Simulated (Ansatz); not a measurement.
C2H9BOSi can be A, `BC(C)O[SiH3]`, or B, `BOC(C)[SiH3]`.

Gas-phase electronic energies from Ansatz, PBE0-D4/def2-TZVP geometries. CCSD(T)/CBS adds triple-zeta CCSD(T) − MP2 to the extrapolated MP2 energy (def2 sets, frozen cores). Functionals use def2-TZVPP. Each species was taken in one conformer, which may not be the lowest.

Question: Which is lower in electronic energy at CCSD(T)/CBS, and by how much? (Estimate.)

Answer: The calculation gave: B, by 52.7 kJ/mol.

Question: Give E(B) − E(A) in kJ/mol with PBE-D4, CCSD/def2-TZVPP, HF/def2-TZVPP, MP2/def2-TZVPP, B2PLYP, PBE0-D4, r2SCAN-D4. (Estimate.)

Answer: The calculation gave: PBE-D4 -63.9, CCSD/def2-TZVPP -51.2, HF/def2-TZVPP -36.7, MP2/def2-TZVPP -53.2, B2PLYP -54.0, PBE0-D4 -57.2, r2SCAN-D4 -54.7. None reverses the order clearly.

Largest T1 diagnostic: 0.013.

From PBE to PBE0 (25 % exact exchange), in def2-TZVPP and without D4, E(B) − E(A) moves by +6.7 kJ/mol. In def2-TZVPP, CCSD(T) changes the Hartree–Fock value by −18.1 kJ/mol (the triples alone add −3.6 kJ/mol) and MP2 by −16.4 kJ/mol.
